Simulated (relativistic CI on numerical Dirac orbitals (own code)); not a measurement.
Hyperfine structure of Sn30+, mass number 115

Computed by Dirac-Coulomb-Breit CI, orbitals from a KLI potential per configuration, model QED, unscaled Slater integrals (own radial code, finite nucleus).

Configuration list (outside the closed core [Ne]): 3s²3p⁶3d², 3s²3p⁵3d³, 3s3p⁶3d³, 3s²3p⁶3d4s, 3s²3p⁶3d4p, 3s²3p⁶3d4d, 3s²3p⁵3d²4s, 3s²3p⁶3d4f, 3s²3p⁵3d²4p, 3s²3p⁵3d²4d, 3p⁶3d⁴, 3p⁵3d⁵, 3p⁵3d⁴4s, 3p⁶3d³4s, 3p⁵3d³4s². Double excitations out of closed p, d and f shells are left out; levels of such configurations are missing from the list, as are those of other unlisted configurations, and high levels can miss mixing partners. These lack a partner that the ground configuration has and come out too high: 3s²3p⁵3d²4p, 3s²3p⁵3d²4d.

Nuclear spin I = 1/2, μ = -0.9174 μN (tables of Stone and Pyykkö). The electronic factors are computed for point nuclear moments, without core polarisation or the Bohr-Weisskopf and QED corrections.

| Level | E (cm⁻¹) | A (MHz) |
| --- | --- | --- |
| 3s²3p⁶3d² ³F2 | 0 | -45370 |
| 3s²3p⁶3d² ³F3 | 75755 | -26480 |
| 3s²3p⁶3d² ³F4 | 125682 | -24440 |
| 3s²3p⁶3d² ³P1 | 147323 | 610.8 |
| 3s²3p⁶3d² ¹G4 | 209213 | -22910 |
| 3s²3p⁶3d² ³P2 | 227840 | -18310 |
| 3s²3p⁵3d³ ⁵D°1 | 1265727 | -71980 |

Levels with J = 0, under 50 % of one LS term, or S terms without an open s electron are left out. Small factors come from cancelling terms and can be off by tens of per cent or more.

At this charge energies of transitions that change n are usually good to better than 1 %, and those within a shell (Δn = 0) to a few per cent. Terms inside the open d or f shell come out 10 to 20 % too wide with unscaled integrals.

Task: Give the hyperfine levels of 3s²3p⁶3d² ³F2 relative to its centre of gravity.

Result: With K = F(F + 1) − I(I + 1) − J(J + 1), E = AK/2: F = 3/2: 68060, F = 5/2: -45370 MHz.

LS names give the leading component of a level, which can be under half, so a name can repeat, a term be missing and a line seem to break the LS rules.
